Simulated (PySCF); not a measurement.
## Polarisability and C₆ of As⁻ (arsenic, charge -1)

[Ar] 3d10 4s2 4p4, high-spin 3P determinant. Computed with PySCF 2.14 in x2c-QZVPPall with one added diffuse shell each of s, p, d, f type (12s9p6d5f1g, 113 functions), with scalar relativity by spin-free X2C-1e. Coupled (time-dependent) response in atomic units; α is the mean over directions.

```csv
method,mean α (bohr³),"α xx, yy, zz",C₆ (like pair),S(−4)
CAM-B3LYP,87.15,"71.60, 118.3, 71.60",1157,3474
```

S(−4) is the Cauchy moment in α(ω) = α(0) + S(−4) ω² + …

Spin-orbit coupling is absent.

α(iu) at CAM-B3LYP:

| u (hartree) | α(iu) (bohr³) |
| --- | --- |
| 0 | 87.15 |
| 0.0500 | 79.80 |
| 0.100 | 66.14 |
| 0.200 | 43.62 |
| 0.300 | 29.63 |
| 0.500 | 15.68 |
| 0.750 | 8.665 |
| 1.00 | 5.536 |
| 1.50 | 2.906 |
| 2.00 | 1.848 |
| 3.00 | 0.9937 |
| 5.00 | 0.4650 |

A single London oscillator, α(iu) = α/(1 + u²/ω²), gives C₆ = (3/4) ω α². Matching the computed C₆ needs ω = 4 × 1157 / (3 × 87.15²) = 0.203 hartree.

For an ion, C₆ is the dispersion term alone; charge-induced terms of lower order in 1/R come first.

The components differ because the open shell of this determinant is not spherical; for a pure term their mean is the scalar polarisability.

The outer electron is barely bound at this level, so radii and moments hang on the diffuse functions.
